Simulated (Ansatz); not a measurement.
Relaxation of C₂H₅AlO (9 atoms, charge 0, multiplicity 1), to a largest force component of 0.02 eV/Å in at most 50 steps.

All numbers below come from UKS LDA/def2-SVP (Ansatz).

```xyz
9
Properties=species:S:1:pos:R:3
C -0.627 1.256 -1.030
Al 0.514 -0.113 -0.303
C 0.603 -1.244 1.231
O 0.981 -1.887 0.026
H -0.192 1.760 -1.944
H -0.856 2.091 -0.270
H -1.615 0.849 -1.339
H -0.267 -1.599 1.693
H 1.548 -1.160 1.921
```

Problem. Where does it end, and by what steps?

Solution. It converged. After 9 steps the energy has fallen by 0.888 eV; Al2 moved furthest, 0.64 Å.

```json
{"step": "0", "energy less start (eV)": "0.0000", "largest force component (eV/Å)": "3.892", "accepted": "yes"}
{"step": "1", "energy less start (eV)": "-0.6146", "largest force component (eV/Å)": "1.490", "accepted": "yes"}
{"step": "2", "energy less start (eV)": "-0.8121", "largest force component (eV/Å)": "0.328", "accepted": "yes"}
{"step": "3", "energy less start (eV)": "-0.8580", "largest force component (eV/Å)": "0.246", "accepted": "yes"}
{"step": "4", "energy less start (eV)": "-0.8512", "largest force component (eV/Å)": "0.558", "accepted": "no"}
{"step": "5", "energy less start (eV)": "-0.8786", "largest force component (eV/Å)": "0.082", "accepted": "yes"}
{"step": "6", "energy less start (eV)": "-0.8868", "largest force component (eV/Å)": "0.099", "accepted": "yes"}
{"step": "7", "energy less start (eV)": "-0.8875", "largest force component (eV/Å)": "0.050", "accepted": "yes"}
{"step": "8", "energy less start (eV)": "-0.8871", "largest force component (eV/Å)": "0.151", "accepted": "no"}
{"step": "9", "energy less start (eV)": "-0.8879", "largest force component (eV/Å)": "0.008", "accepted": "yes"}
```

```xyz
9
Properties=species:S:1:pos:R:3
C -0.672 1.328 -1.080
Al 0.031 -0.021 0.102
C 0.697 -1.313 1.332
O 0.752 -1.583 -0.095
H 0.073 1.566 -1.869
H -0.939 2.263 -0.549
H -1.583 0.941 -1.586
H 0.038 -2.002 1.907
H 1.693 -1.226 1.822
```

Whether the end is a true minimum wasn't checked by a vibrational analysis.

The run took 9.2 s on 2 threads of Intel(R) Xeon(R) Platinum 8488C (Sapphire Rapids), on a shared host, peak memory 0.16 GiB.
